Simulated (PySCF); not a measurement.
# TDDFT excited states: C3H13N3Si

C₃H₁₃N₃Si.
Structure used (GFN2-xTB), in Å, numbered top down from 1:
```xyz
20
C3H13N3Si angstrom
C      2.5652    1.2995    0.5875
N      1.1546    1.0156    0.6139
Si     0.4585   -0.1848   -0.4016
N      1.0675   -1.7748   -0.0808
N     -1.2126   -0.2130    0.0029
C     -2.0282   -1.3456   -0.3411
C     -1.9654    1.0148   -0.0030
H      2.9044    1.2801   -0.4458
H      2.7608    2.2921    0.9988
H      3.1597    0.5710    1.1534
H      0.7772    1.0963    1.5457
H      0.7609    0.2735   -1.7746
H      2.0585   -1.8456    0.0813
H      0.7745   -2.5415   -0.6631
H     -2.3883   -1.2956   -1.3782
H     -2.9009   -1.3865    0.3168
H     -1.4536   -2.2571   -0.2137
H     -2.4260    1.2051   -0.9810
H     -1.3070    1.8436    0.2365
H     -2.7649    0.9638    0.7429
```

The calculation used TDDFT CAM-B3LYP/def2-SVPD, vertical, gas phase, core orbitals frozen in the response in PySCF 2.14.0, density-fitted response routines.

Problem. Predict the UV-vis stick spectrum at this level.

Solution. 

| state | E (eV) | E (kJ/mol) | λ (nm) | f | main configurations (H = HOMO, L = LUMO) |
| --- | --- | --- | --- | --- | --- |
| S1 | 5.99 | 578 | 207.0 | 0.016 | H→L (49%), H→L+1 (38%) |
| S2 | 6.21 | 599 | 199.6 | 0.0048 | H-1→L (45%), H-1→L+1 (18%), H→L+1 (12%) |
| S3 | 6.52 | 629 | 190.2 | 0.0082 | H→L+2 (77%), H→L (13%) |
| S4 | 6.61 | 638 | 187.6 | 0.018 | H-2→L (65%), H-2→L+2 (12%) |
| S5 | 6.70 | 646 | 185.2 | 0.053 | H→L (23%), H→L+1 (22%), H-2→L (10%) |
| S6 | 7.10 | 685 | 174.6 | 0.021 | H-1→L+2 (47%), H-1→L (21%) |
| S7 | 7.24 | 699 | 171.2 | 0.0059 | H→L+3 (41%), H→L+5 (18%), H-1→L+1 (15%) |
| S8 | 7.27 | 702 | 170.5 | 0.0056 | H-1→L+1 (37%), H→L+3 (17%), H-1→L+5 (13%) |

Triplets (Tamm–Dancoff): T1 5.86 eV, H→L+1 (43%), H→L (39%); T2 6.01 eV, H-1→L (40%), H-1→L+1 (17%), H-1→L+2 (10%); T3 6.25 eV, H-2→L (70%), H-2→L+2 (15%).

The lowest singlet comes at 207 nm (578 kJ/mol) in the ultraviolet; it is weak; its leading configuration is HOMO→LUMO (49%). The most intense listed level is S5 at 6.70 eV (185 nm, f = 0.053), 0.71 eV above S1. Löwdin shares by element: HOMO nitrogen 54% or more, carbon 17% or more, silicon 6% (atoms not listed hold the other 22%); LUMO hydrogen 22% or more, silicon 20%, carbon 12% or more (atoms not listed hold the other 46%). The oscillator strengths of these states sum to 0.132; summed over the whole spectrum of an exact calculation they would give the number of electrons, 66 (Thomas–Reiche–Kuhn). Weighted by f, the mean energy of these states is 6.68 eV. Of the 8 states listed, 4 reach f = 0.01 and none stays under 0.0005. Only the lowest 8 singlets were computed, as vertical energies without vibronic structure.

One conformer stands for the species.
